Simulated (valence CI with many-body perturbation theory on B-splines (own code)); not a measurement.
## Pd XLII: E2, E3, M1, M2 decay

Computed by configuration interaction combined with many-body perturbation theory (CI+MBPT): three valence electrons over a frozen Dirac-Fock core [He], a basis of 11 s, 11 p, 9 d, 7 f, 5 g, 2 h, 1 i functions for each j, with the one-electron correlation potential Σ1 (screened to all orders), the two-electron term Σ2, the three-electron term Σ3, Breit, model QED; selected single and double excitations, second order for the rest (own B-spline code, finite nucleus).

The last digits are not significant, and no measured levels were compared; by estimate large intervals hold to a few tenths of a per cent, small ones and those within an open d or f shell to about a per cent.

Lines 1 to 23 of 23 in falling wavelength, among levels below 308.59 Ry, chosen from the decays that carry over 1 % of a level's rate. Wavelengths and rates use the calculated energies. Electric multipoles are in the length gauge, E1 and E2 with the static RPA response of the core. Weak lines are less certain than strong ones. Lines between different terms over intervals too small for the method are left out, as are lines whose strength nearly cancels. The highest levels of a list are the least certain.

Levels are named by their leading jj configuration (3d3/2^4 stands for four electrons in 3d with j = 3/2), which in mixed levels can hold well under half, so a name can repeat and another be missing. Letters in brackets count levels of one name in rising energy.

```
λ vac (nm)                          Upper                       Lower  Type   A (s⁻¹)  Branch %
     8.851     (2s 2p1/2 2p3/2) J=3/2 [a]          (2s 2p1/2^2) J=1/2    M1  2.14e+07       2.6
     6.979             (2s^2 2p3/2) J=3/2          (2s^2 2p1/2) J=1/2    M1  2.61e+07      66.8
    0.3587         (2s 2p3/2 3p3/2) J=7/2          (2s 2p3/2^2) J=3/2    E2  2.72e+09       1.4
    0.3551             (2s^2 3p1/2) J=1/2          (2s^2 2p3/2) J=3/2    E2  1.60e+11      10.4
    0.3524         (2s 2p3/2 3p3/2) J=7/2          (2s 2p3/2^2) J=5/2    E2  4.43e+10      23.3
    0.3509         (2s 2p1/2 3p3/2) J=5/2      (2s 2p1/2 2p3/2) J=5/2    E2  4.51e+10       1.3
    0.3478         (2s 2p3/2 3d5/2) J=9/2          (2s 2p3/2^2) J=5/2    M2  1.74e+09      37.9
    0.3478         (2s 2p3/2 3d5/2) J=9/2          (2s 2p3/2^2) J=5/2    E3  7.50e+07       1.6
    0.3362         (2s 2p3/2 3p3/2) J=7/2      (2s 2p1/2 2p3/2) J=5/2    E2  5.11e+10      26.9
    0.3351         (2s 2p1/2 3p3/2) J=5/2          (2s 2p1/2^2) J=1/2    E2  8.74e+10       2.5
    0.3338         (2s 2p3/2 3p3/2) J=7/2  (2s 2p1/2 2p3/2) J=3/2 [a]    E2  6.51e+10      34.3
    0.3333     (2s 2p3/2 3p3/2) J=1/2 [b]  (2s 2p1/2 2p3/2) J=3/2 [b]    E2  7.50e+10       1.0
    0.3320         (2s 2p3/2 3d5/2) J=9/2      (2s 2p1/2 2p3/2) J=5/2    M2  2.49e+08       5.4
    0.3320         (2s 2p3/2 3d5/2) J=9/2      (2s 2p1/2 2p3/2) J=5/2    E3  9.02e+07       2.0
    0.3297         (2s 2p3/2 3d5/2) J=9/2  (2s 2p1/2 2p3/2) J=3/2 [a]    E3  1.42e+08       3.1
    0.3233      (2p1/2 2p3/2 3d3/2) J=7/2  (2s 2p1/2 2p3/2) J=3/2 [b]    E2  5.86e+10       1.9
    0.3230      (2p1/2 2p3/2 3d5/2) J=7/2  (2s 2p1/2 2p3/2) J=3/2 [b]    E2  7.28e+10       1.7
    0.3198      (2p1/2 2p3/2 3d3/2) J=7/2      (2s 2p1/2 2p3/2) J=5/2    E2  1.35e+11       4.4
    0.3194      (2p1/2 2p3/2 3d5/2) J=7/2      (2s 2p1/2 2p3/2) J=5/2    E2  1.37e+11       3.1
    0.3184      (2p1/2 2p3/2 3d5/2) J=9/2      (2s 2p1/2 2p3/2) J=5/2    E2  4.28e+11      80.1
    0.3183  (2p1/2 2p3/2 3d3/2) J=1/2 [a]  (2s 2p1/2 2p3/2) J=3/2 [a]    E2  3.77e+11       1.2
    0.3176      (2p1/2 2p3/2 3d3/2) J=7/2  (2s 2p1/2 2p3/2) J=3/2 [a]    E2  2.34e+11       7.7
    0.3173      (2p1/2 2p3/2 3d5/2) J=7/2  (2s 2p1/2 2p3/2) J=3/2 [a]    E2  1.90e+11       4.3
```
